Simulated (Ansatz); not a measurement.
A geometry relaxed with PBE0-D3(BJ)/def2-TZVP (Ansatz, a program for electronic structure), charge 0, multiplicity 1:

```xyz
6

B     -0.2254    -0.1182    -0.0207
H      1.5386    -0.9364    -0.1559
Cl    -1.0908    -1.6405    -0.2827
O      1.1307    -0.0801    -0.0108
O     -0.9542     1.0008     0.1683
H     -0.3989     1.7746     0.3018
```

Q: Write the SMILES of this molecule.

A: `OB(O)Cl`
